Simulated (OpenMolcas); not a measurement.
**V3+: moving the ligands**

V3+ with 6 ligands (bromide) in octahedral coordination (Oh) at 2.55 Å. A charge of +0.5 e stands 2.4 Å behind each ligand. Ligand basis ANO-RCC-VDZP.

```
Program             : OpenMolcas 26.06
Method              : CASSCF
Basis               : ANO-RCC-VDZP [5s4p2d1f]
Scalar Hamiltonian  : DKH2, point nucleus
Active space        : 2 electrons in 5 orbitals (3d)
State averaging     : 2S+1 = 3 even, 10 roots; 2S+1 = 1 even, 15 roots
Spin-orbit coupling : state interaction with AMFI integrals over the reference wave functions
```

Runs around this geometry, states (labels of O, the rotations of Oh). Energies in cm-1 above the lowest state or level, χT in cm3 K/mol; under a threefold ground state the first gap can be a small split of the lowest multiplet, not the spin-orbit step; 10Dq and B are least-squares fits to the states below 45000 cm-1, weighted by degeneracy, with a free offset, and given where the rms deviation is under 5 % of |10Dq| (or 100 cm-1) and under 700 cm-1.

| R (Å) | Ground state | First state of that spin | 10Dq | B (rms of fit) | First gap with spin-orbit (degeneracies) | χT at 300 K | First state of another spin |
| --- | --- | --- | --- | --- | --- | --- | --- |
| 2.37 | 3T1 | 3T2 12194 | 13168 | 865 (332) | 2.2 (2, 3) | 0.912 | 1T2 12888 |
| 2.55 | 3T1 | 3T2 8184 | 8974 | 916 (286) | 4.7 (2, 3) | 0.920 | 1T2 13461 |
| 2.63 | 3T1 | 3T2 6933 | 7645 | 931 (253) | 6.2 (2, 3) | 0.922 | 1T2 13597 |

Taking |10Dq| as R^-n, n = -ln(7645 / 13168) / ln(2.63 / 2.37) = 5.2 between the shortest and longest distance. The point-charge formula for a cubic d site gives n = 5.

An orbital triplet at a regular site is open to Jahn-Teller coupling, which can distort the site and quench the lowest spin-orbit gaps and is left out. Without dynamic correlation the repulsion within the d shell is too large (B by tens of per cent), so at a given field states of lower spin stand too high. Ligand-to-metal charge-transfer states are missing. With no ligand orbital active B as a rule stays too high, so bands that hang on it stand too high and its fall with covalency is understated. With metal d orbitals alone and no dynamic correlation the field as a rule comes out too small, by tens of per cent, by up to half for chloride and softer ligands. The least metal-like active orbital is 82 % on the metal (Löwdin) and no ligand orbital is active, so the numbers are rough (holds for R = 2.37). No measured value stands beside these numbers; the geometry was imposed, not optimised, and the real ion may take another.
